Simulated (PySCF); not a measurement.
C₃H₂Cl₂F₂, SMILES FC(F)C=C(Cl)Cl.

Geometry optimised at B3LYP-D3(BJ)/def2-SVP. One conformer was computed; it need not be the lowest.

All values below come from PBE0/def2-TZVP (PySCF).

Symmetry labels are those of the subgroup Cs that the program uses (full group Cs).

Question: List the valence orbital energies around the gap with their symmetry. (The exact figures need the calculation; the answer reports its results.)

Answer: 
| orbital | symmetry | energy (eV) |
|---|---|---|
| HOMO−7 | A" | -12.11 |
| HOMO−6 | A' | -11.97 |
| HOMO−5 | A" | -11.71 |
| HOMO−4 | A' | -10.62 |
| HOMO−3 | A" | -9.97 |
| HOMO−2 | A' | -9.91 |
| HOMO−1 | A' | -9.49 |
| HOMO | A" | -8.08 |
| LUMO | A" | -1.30 |
| LUMO+1 | A' | -0.40 |
| LUMO+2 | A' | 0.57 |
| LUMO+3 | A' | 2.03 |
